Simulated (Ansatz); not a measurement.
Geometry optimisation, Ansatz, RKS B3LYP-D4/def2-SVP.

Input:

```yaml
crystal:
  periodic: [false, false, false]
  atoms:
    - { symbol: W, position_ang: [-0.206196, 0.021906, -0.046805] }
    - { symbol: O, position_ang: [-0.477669, 0.230793, 1.851575] }
    - { symbol: H, position_ang: [-0.465202, -0.572253, 2.399448] }
    - { symbol: H, position_ang: [1.150616, 0.665889, -0.826102] }
    - { symbol: F, position_ang: [-0.505795, 1.87176, -0.009105] }
    - { symbol: H, position_ang: [-1.822961, 0.14288, -0.526193] }
    - { symbol: F, position_ang: [0.455413, -1.636142, 0.562767] }
    - { symbol: F, position_ang: [-0.250329, -0.935288, -1.657913] }
    - { symbol: Br, position_ang: [2.692438, 1.471849, 1.882707] }
    - { symbol: H, position_ang: [1.313885, 1.367504, 2.468421] }
basis:
  gaussian: { orbitals: def2-SVP }
hamiltonian:
  xc: b3lyp
  dispersion: d4
relax:
  f_tol: 0.03
  max_steps: 50
```

Launched with:

```bash
$ ansatz run input.yaml --threads 4 --pin off --max-ram 5120MiB --backend cpu --events-out ev --progress --plain --runs-dir out
```

Problem. Where does it end, and by what steps?

Solution. The forces met the threshold. After 9 steps the energy has fallen by 0.067 eV; Br9 moved furthest, 0.27 Å.

| step | energy less start (eV) | largest force component (eV/Å) | accepted |
| --- | --- | --- | --- |
| 0 | 0.0000 | 1.294 | yes |
| 1 | -0.0570 | 0.200 | yes |
| 2 | -0.0593 | 0.176 | yes |
| 3 | -0.0631 | 0.033 | yes |
| 4 | -0.0631 | 0.196 | yes |
| 5 | -0.0648 | 0.060 | yes |
| 6 | -0.0652 | 0.051 | yes |
| 7 | -0.0660 | 0.137 | yes |
| 8 | -0.0666 | 0.046 | yes |
| 9 | -0.0667 | 0.028 | yes |

```xyz
10
Properties=species:S:1:pos:R:3
W -0.262 -0.014 -0.076
O -0.410 0.211 1.810
H -0.334 -0.562 2.391
H 1.111 0.650 -0.808
F -0.558 1.842 -0.048
H -1.873 0.128 -0.576
F 0.307 -1.714 0.522
F -0.272 -0.935 -1.709
Br 2.784 1.515 2.135
H 1.390 1.508 2.457
```

Whether the end is a true minimum wasn't checked by a vibrational analysis.

Run time: 31 s on 4 threads of Arm Neoverse V2, on a shared host, peak memory 0.46 GiB.
